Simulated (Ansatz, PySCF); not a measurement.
System: PbBr₂, charge 0, multiplicity 1. 
Coordinates optimised at B3LYP-D3(BJ)/def2-TZVP (Ansatz, a program for electronic structure):
```xyz
3

Pb    -0.0040    -0.0060     0.7755
Br     1.1391    -1.6707    -0.9155
Br    -1.1297     1.6847    -0.9014
```
Charge 0, spin multiplicity 1.

Quantity: vertical triplet-singlet gap (E(triplet) - E(singlet); each state is the SCF solution reached for its spin), in kcal/mol. Cores are frozen in the correlated levels unless marked. Open shells are spin-unrestricted. No spin-orbit coupling. Frozen are the shells of the preceding noble gas and the d and f shells that filled before the atom's block. Past Kr the def2 sets carry scalar-relativistic core potentials. Basis-set limits of correlation are two-point, X^-3; Hartree-Fock from the larger set. [CCSD(T)-MP2]/basis is that difference in the basis named.

```csv
level,program,vertical triplet-singlet gap (kcal/mol)
HF/def2-SVPD,Ansatz,64.0
PBE/def2-TZVPD,Ansatz,68.5
B3LYP/def2-TZVPD,Ansatz,70.0
PBE0/def2-TZVPD,Ansatz,69.4
BHLYP/def2-TZVPD,Ansatz,70.7
M06-2X/def2-TZVPD,PySCF,68.4
wB97X-V/def2-TZVPD,Ansatz,73.6
CCSD(T)/def2-SVPD,Ansatz,69.9
"RI-MP2/CBS(def2-TZVPPD,def2-QZVPPD)+[CCSD(T)-MP2]/def2-SVPD",Ansatz,72.0
"RI-MP2/CBS(def2-TZVPPD,def2-QZVPPD)+[CCSD(T)-MP2]/def2-TZVPPD",Ansatz,71.7
```
